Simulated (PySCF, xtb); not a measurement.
dichloro(disilanyl)silane (Cl2H6Si3), SMILES Cl[SiH]([SiH2][SiH3])Cl.

GFN2-xTB run with xtb at its own geometry gives an orbital gap of 3.85 eV and a dipole moment of 2.03 D.

The structure is a stationary point at B3LYP-D3(BJ)/def2-SVP. The values are those of a single conformer.

What does PySCF with PBE/def2-TZVP give? (An estimate is asked for; the answer gives what the named calculation found.)

gap 5.37 eV (levels -6.96 and -1.59 eV), dipole 1.45 D.
